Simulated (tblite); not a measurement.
Compound: C5H13FGaN.
Numbering: `[CH3:1][N:2]([GaH:3][F:4])[C:5]([CH3:6])([CH3:7])[CH3:8]` (hydrogens: H9, H10, H11 on C1; H12 on Ga3; H13, H14, H15 on C6; H16, H17, H18 on C7; H19, H20, H21 on C8)

Computed with GFN2-xTB (tblite), gas phase: L-BFGS steps from a force-field or distance-geometry start until the largest atomic force falls under 0.01 eV/Å.

Step 19: E = -714.3556 eV
```
atom  x, y, z in Å  |  force x, y, z in eV/Å
C1      1.6117   -0.7519    0.8021    0.107  -0.063  -0.005
N2      0.8290   -0.1586   -0.2774   -0.178  -0.093   0.021
Ga3     1.8904    1.2510   -0.9734   -0.036   0.149   0.043
F4      2.4480    2.8454   -0.3510   -0.236  -0.268  -0.083
C5     -0.6223   -0.1388   -0.0802   -0.112   0.138   0.317
C6     -1.1694   -1.5154    0.3066    0.055   0.035   0.058
C7     -0.9755    0.8404    1.0443    0.004   0.275   0.106
C8     -1.2690    0.3662   -1.3729    0.294  -0.002   0.059
H9      1.4213   -1.8198    0.8899   -0.115  -0.151  -0.081
H10     2.6567   -0.6240    0.5132    0.273  -0.082   0.077
H11     1.4883   -0.3059    1.7946   -0.115   0.157  -0.030
H12     2.9413    0.7528   -1.9756    0.002   0.028  -0.104
H13    -2.2579   -1.4727    0.3610    0.147  -0.061  -0.133
H14    -0.8475   -2.2780   -0.3930   -0.085  -0.034  -0.117
H15    -0.8045   -1.7686    1.2947    0.003  -0.190   0.108
H16    -0.7521    0.4361    2.0267    0.093  -0.010   0.041
H17    -2.0159    1.1434    1.0404   -0.212  -0.160  -0.100
H18    -0.3770    1.7322    0.8692    0.127   0.271   0.182
H19    -0.6364    0.0720   -2.2054    0.029  -0.101  -0.234
H20    -1.3029    1.4568   -1.3304   -0.103   0.009  -0.180
H21    -2.2651   -0.0455   -1.5200    0.059   0.153   0.054
```

Step 20: E = -714.3836 eV
```
atom  x, y, z in Å  |  force x, y, z in eV/Å
C1      1.6184   -0.7655    0.8113    0.076  -0.097   0.018
N2      0.8289   -0.1623   -0.2544    0.110   0.030  -0.134
Ga3     1.8661    1.2664   -0.9756   -0.078   0.080   0.112
F4      2.4413    2.8655   -0.3828   -0.246  -0.261  -0.056
C5     -0.6205   -0.1404   -0.0665    0.121   0.144   0.094
C6     -1.1761   -1.5129    0.3086    0.047  -0.017   0.094
C7     -0.9791    0.8364    1.0491   -0.081   0.314   0.157
C8     -1.2357    0.3659   -1.3743    0.175  -0.024   0.019
H9      1.4016   -1.8281    0.8930   -0.048  -0.185  -0.057
H10     2.6686   -0.6520    0.5266    0.152  -0.083   0.014
H11     1.5061   -0.3248    1.8050   -0.130   0.191   0.060
H12     2.8840    0.7995   -2.0199    0.024  -0.005  -0.137
H13    -2.2600   -1.4421    0.3714    0.032  -0.140  -0.161
H14    -0.8693   -2.2834   -0.3927   -0.112   0.059  -0.089
H15    -0.8175   -1.7768    1.2958    0.039  -0.189   0.127
H16    -0.7551    0.4324    2.0307    0.106   0.011   0.071
H17    -2.0235    1.1154    1.0344   -0.305  -0.100  -0.046
H18    -0.4011    1.7428    0.8780    0.150   0.219   0.165
H19    -0.5996    0.0522   -2.2011   -0.024  -0.112  -0.131
H20    -1.2466    1.4599   -1.3490   -0.119  -0.045  -0.139
H21    -2.2399   -0.0312   -1.5238    0.112   0.209   0.019
```

Step 21: E = -714.4100 eV
```
atom  x, y, z in Å  |  force x, y, z in eV/Å
C1      1.6259   -0.7790    0.8192    0.028  -0.102   0.044
N2      0.8309   -0.1655   -0.2364    0.353   0.112  -0.178
Ga3     1.8432    1.2803   -0.9775   -0.088  -0.046   0.114
F4      2.4294    2.8752   -0.4115   -0.229  -0.181  -0.005
C5     -0.6164   -0.1385   -0.0524    0.303   0.114  -0.102
C6     -1.1801   -1.5107    0.3118    0.049  -0.027   0.105
C7     -0.9833    0.8393    1.0565   -0.128   0.247   0.139
C8     -1.2035    0.3653   -1.3750    0.030  -0.023  -0.026
H9      1.3823   -1.8379    0.8939    0.035  -0.144  -0.022
H10     2.6822   -0.6783    0.5399   -0.002  -0.091  -0.026
H11     1.5186   -0.3375    1.8137   -0.122   0.160   0.074
H12     2.8342    0.8405   -2.0588    0.016  -0.022  -0.144
H13    -2.2598   -1.4173    0.3765   -0.068  -0.188  -0.159
H14    -0.8892   -2.2858   -0.3948   -0.109   0.153  -0.047
H15    -0.8286   -1.7883    1.2985    0.053  -0.165   0.101
H16    -0.7554    0.4300    2.0357    0.082   0.067   0.072
H17    -2.0351    1.0886    1.0275   -0.280  -0.034   0.023
H18    -0.4198    1.7578    0.8900    0.106   0.141   0.152
H19    -0.5690    0.0329   -2.1998   -0.063  -0.111  -0.012
H20    -1.2003    1.4614   -1.3683   -0.098  -0.077  -0.091
H21    -2.2151   -0.0155   -1.5250    0.131   0.217  -0.012
```

Question: Estimate the geometry and energy of step 22. (The exact step hangs on the optimiser's Hessian estimate; all steps are aligned on step 21, rigid shifts and turns removed.)

Answer: E = -714.4353 eV, largest force 0.477 eV/Å
```
atom  x, y, z in Å  |  force x, y, z in eV/Å
C1      1.6329   -0.7912    0.8254   -0.015  -0.075   0.067
N2      0.8380   -0.1670   -0.2261    0.444   0.136  -0.111
Ga3     1.8231    1.2884   -0.9804   -0.066  -0.179   0.060
F4      2.4113    2.8722   -0.4340   -0.188  -0.036   0.062
C5     -0.6076   -0.1330   -0.0406    0.354   0.054  -0.193
C6     -1.1803   -1.5079    0.3159    0.054   0.009   0.088
C7     -0.9875    0.8485    1.0655   -0.111   0.093   0.053
C8     -1.1761    0.3648   -1.3747   -0.072  -0.006  -0.058
H9      1.3653   -1.8476    0.8920    0.116  -0.058   0.019
H10     2.6953   -0.7015    0.5532   -0.138  -0.102  -0.045
H11     1.5241   -0.3429    1.8189   -0.098   0.080   0.039
H12     2.7956    0.8723   -2.0879    0.004  -0.033  -0.150
H13    -2.2581   -1.4013    0.3756   -0.116  -0.192  -0.129
H14    -0.9045   -2.2832   -0.3991   -0.073   0.216  -0.010
H15    -0.8368   -1.8037    1.3023    0.049  -0.107   0.036
H16    -0.7534    0.4306    2.0418    0.024   0.138   0.036
H17    -2.0488    1.0657    1.0206   -0.143   0.028   0.092
H18    -0.4327    1.7770    0.9065    0.012   0.037   0.133
H19    -0.5480    0.0159   -2.2003   -0.071  -0.109   0.081
H20    -1.1684    1.4612   -1.3881   -0.045  -0.063  -0.036
H21    -2.1924   -0.0003   -1.5228    0.078   0.170  -0.035
```

The energy changes by -0.0254 eV. The first-order estimate −F·Δx gives -0.0360 eV and the mean of the old and new forces, exact on a quadratic surface, -0.0253 eV. The step makes an angle of 72° with the force vector and moves no atom by more than 0.058 Å.

The cost below is that of the whole relaxation. On one thread of an Arm Neoverse N1, shared host, this took 2.9 s.
